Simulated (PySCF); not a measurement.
Shifts of the heteroatoms

Mapped SMILES: `[CH3:1][CH:2]([CH3:3])[n:4]1[n:5][n:6][cH:7][c:8]1[CH:9]=[O:10]`. Each H is labelled by its parent atom.

[PySCF: σ from GIAO-PBE0/pcSseg-1; structure optimised with GFN2-xTB; averaged over atoms made equivalent by symmetry, fast rotation or ring inversion; relativity neglected; in vacuum; a single conformation]

Task: Where does 15N resonate?

Result: 
```
atoms                         environment  σ (ppm)  δ (ppm)
   N5  pyridine-type nitrogen of an azole   -144.8    -14.7
   N6  pyridine-type nitrogen of an azole   -116.6    -40.7
   N4          pyrrole-type ring nitrogen    -19.9   -129.7
```

Shieldings were converted by a linear fit to measured shifts: 15N: δ = -148.07 − 0.921σ (rms 6.3 ppm, 71 shifts vs CH3NO2, solution or neat liquid). Occasional misses reach two or three times the rms, and more in compound classes unlike the fitted ones.

On a 400 MHz spectrometer 15N resonates near 40.5 MHz, so 1 ppm is 40.5 Hz.

Task: Where does 17O resonate?

Result: 
```tsv
atoms	environment	σ (ppm)	δ (ppm)
O10	aldehyde oxygen	-308.4	547.6
```

Shieldings were converted by a linear fit to measured shifts: 17O: δ = 266.70 − 0.911σ (rms 10.7 ppm, 155 shifts, 12.2 ppm with the 3 outliers that the fit left out vs liquid water, solution or neat liquid). A few per cent of atoms miss by over 2 rms, more outside the fitted compound classes.

On a 400 MHz spectrometer 17O resonates near 54.2 MHz, so 1 ppm is 54.2 Hz.
